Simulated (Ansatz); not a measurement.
`C[S][Ga]([F])[F]` + `C#N` → `N#[C][Ga]([F])[F]` + CH₃SH at 600 K and 1 bar (formal exchange of groups at a Ga–S bond).

Computed with Ansatz on PBE0-D4/def2-TZVP structures; ΔE is electronic, products minus reactants. CCSD(T)/CBS adds triple-zeta CCSD(T) − MP2 to the extrapolated MP2 energy (def2 sets, frozen cores). This one scheme is used for every species. For Ga outer-core shells are correlated without core-valence functions, which leaves a few kJ/mol of doubt a bond. Scalar relativity is left out up to krypton. Each species was taken in one conformer, which may not be the lowest.

```json
{"species": "`C[S][Ga]([F])[F]`", "CCSD(T)/CBS energy (Eh)": "-2561.27813", "H − E (kJ/mol)": "172.1", "S (J/(mol·K))": "463.5"}
{"species": "`C#N`", "CCSD(T)/CBS energy (Eh)": "-93.32098", "H − E (kJ/mol)": "64.3", "S (J/(mol·K))": "228.4"}
{"species": "`N#[C][Ga]([F])[F]`", "CCSD(T)/CBS energy (Eh)": "-2216.34654", "H − E (kJ/mol)": "77.5", "S (J/(mol·K))": "391.3"}
{"species": "CH₃SH", "CCSD(T)/CBS energy (Eh)": "-438.22835", "H − E (kJ/mol)": "152.3", "S (J/(mol·K))": "296.8"}
```

H − E and S are ideal-gas, rigid-rotor, harmonic terms from PBE0-D4/def2-TZVP, for one conformer and one mirror image of each species. 1 Eh = 2625.50 kJ/mol, R = 8.31446 J/(mol·K).

Question: By hand: ΔE, ΔH, ΔS and ΔG.

Answer: ΔE = (-2216.34654) + (-438.22835) − (-2561.27813) − (-93.32098) = 0.02422 Eh = 63.6 kJ/mol. Δ(H − E) = 77.5 + 152.3 − 172.1 − 64.3 = -6.6, so ΔH = 57.0 kJ/mol. ΔS = 391.3 + 296.8 − 463.5 − 228.4 = -3.8 J/(mol·K). ΔG = 57.0 − 600 × (-3.8)/1000 = 59.3 kJ/mol.

Question: By hand: the equilibrium constant, and the temperature at which ΔG would vanish if ΔH and ΔS stayed fixed.

Answer: log₁₀ K = −ΔG/(RT ln 10) = -5.2. ΔH and −TΔS have one sign here, so there is no such temperature. One of them is within its doubt of zero, so this could turn.

The number of gas molecules stays the same, so ΔS is small and ΔH decides. A doubt of 5 kJ/mol in ΔE shifts log₁₀ K by 0.4 here. Other conformers and mirror images would add mixing entropy, several J/(mol·K) or more a flexible species. Modes under 60 cm⁻¹, often nearly free rotors, make the harmonic entropy too high. These are equilibria of isolated gas molecules and say nothing of rates. Largest T1 diagnostic: 0.015 (customary marks: 0.02 for closed shells, 0.045 for open ones).
